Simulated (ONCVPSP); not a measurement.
Pseudopotential generation for Tb: ONCV, PBEsol, non-relativistic.

The input file (ONCVPSP 4.0.1):

```
# ATOM AND REFERENCE CONFIGURATION
# atsym  z   nc   nv     iexc    psfile
  Tb 65.00    9    5  -116133      upf
#
#   n    l    f
    1    0    2.00
    2    0    2.00
    2    1    6.00
    3    0    2.00
    3    1    6.00
    3    2   10.00
    4    0    2.00
    4    1    6.00
    4    2   10.00
    4    3    9.00
    5    0    2.00
    5    1    6.00
    5    2    1.00
    6    0    1.00
#
# PSEUDOPOTENTIAL AND OPTIMIZATION
# lmax
    3
#
#   l,   rc,      ep,       ncon, nbas, qcut
    0    2.40    0.00    3    7    5.90
    1    0.55    0.00    5    8   14.20
    2    2.55    0.00    4    9    3.50
    3    1.35    0.00    3    7   14.10
#
# LOCAL POTENTIAL
# lloc, lpopt,  rc(5),   dvloc0
    4    5    0.40    0.00
#
# VANDERBILT-KLEINMAN-BYLANDER PROJECTORs
# l, nproj, debl
    0    2    0.50
    1    1    3.50
    2    3    2.70
    3    2    2.80
#
# MODEL CORE CHARGE
# icmod, fcfact, rcfact
    0    0.00    0.00
#
# LOG DERIVATIVE ANALYSIS
# epsh1, epsh2, depsh
   -3.00    5.00    0.02
#
# OUTPUT GRID
# rlmax, drl
    6.00    0.01
#
# TEST CONFIGURATIONS
# ncnf
    4
# nvcnf
#   n    l    f
    5
    4    3    9.00
    5    0    2.00
    5    1    6.00
    5    2    0.00
    6    0    2.00
#
    5
    4    3    9.00
    5    0    2.00
    5    1    6.00
    5    2    0.00
    6    0    1.00
#
    5
    4    3    9.00
    5    0    2.00
    5    1    6.00
    5    2    0.00
    6    0    0.00
#
    5
    4    3    7.00
    5    0    2.00
    5    1    6.00
    5    2    0.00
    6    0    0.00
#
```

Command:

```bash
oncvpspnr.x < Tb.dat > Tb.out
```

Resulting log (shortened: citation, most of the input echo, consistency checks and plot data are left out):

```
ONCVPSP  (Optimized Norm-Conservinng Vanderbilt PSeudopotential)
scalar-relativistic version 4.0.1

LXC   Exchange
LXC     Perdew, Burke & Ernzerhof SOL (GGA)
LXC   Correlation
LXC     Perdew, Burke & Ernzerhof SOL (GGA)

sratom123: lschfb convergence ERROR n,l,iter=   4   3   4
```

oncvpspnr.x prints “scalar-relativistic version” in its banner although the run is non-relativistic.

The run stopped because the all-electron bound-state solver failed for one shell.

The run took about 0.05 s on one core of a shared server CPU.
